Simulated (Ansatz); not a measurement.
Two structures of SiH3ClOF2, closed shell, reached by relaxing down either side of one saddle point (PBE0-D4/def2-TZVP). Energies are electronic, without zero-point energy. Program: Ansatz 0.2.0. Basis: def2-TZVPP and def2-QZVPP. Cores are frozen in the correlated methods. Extrapolation: Hartree–Fock as exp(−7.88 √X), correlation as X^−2.97. First:

Si1  (-0.683, -0.054, -0.880)
O2  (0.620, -0.371, 0.040)
F3  (-1.466, -1.389, -1.201)
F4  (-0.239, 0.540, -2.275)
H5  (-1.531, 0.889, -0.155)
H6  (0.929, 0.405, 1.789)
Cl7  (1.070, 0.954, 2.949)
H8  (1.300, -0.974, -0.268)
(Å)

Second:

```xyz
8
angstrom
Si -0.9670 0.7154 -0.2261
O 1.5160 -1.0602 0.6112
F -1.2202 -0.8238 -0.4826
F 0.3552 1.1367 -0.9840
H -2.0840 1.4636 -0.8117
H 2.0772 -0.6805 -0.0694
Cl -0.8234 1.1040 1.7432
H 1.1461 -1.8552 0.2193
```

Task: Which bonds change from the first to the second?

Result: SiH₂OF₂ ([OH][SiH]([F])[F]) + HCl → SiHClF₂ ([F][SiH]([F])[Cl]) + H₂O; bonds formed: Si1–Cl7, O2–H6; bonds broken: Si1–O2, H6–Cl7.

Task: Give the saddle point's structure and its height above each. (Judge from chemistry; the value comes from the calculation.)

Result: Computed: 24.78 kcal/mol above the first and 19.69 kcal/mol above the second (CCSD(T) at an estimated basis limit (MP2 extrapolated from triple and quadruple zeta, plus CCSD(T) − MP2 in triple zeta)).
```
8
angstrom
Si -0.5452 0.2094 -0.4071
O 0.5419 -0.8826 0.4460
F -1.0076 -0.9350 -1.4340
F 0.2074 1.1869 -1.3902
H -1.7963 0.6001 0.2295
H 0.9717 -0.1244 1.1080
Cl 0.5521 1.4644 1.4941
H 1.0761 -1.5188 -0.0464
```

The T1 diagnostic stays at or below 0.011.

Hydrogen chloride, the by-product of chloride precursors, can attack films and sites by steps of this kind.

Labels in which every atom is bracketed show which atoms are joined, not bond orders.

For scale, one of the runs: CCSD(T)/def2-TZVPP, 219 basis functions, launched by `ansatz run in.yaml --threads 4 --pin off --events-out ev --progress --plain --max-ram 9574MiB`. Hardware: 4 CPU threads of an Arm Neoverse V2, shared host. Wall time 110 s; peak host memory 3.4 GiB.
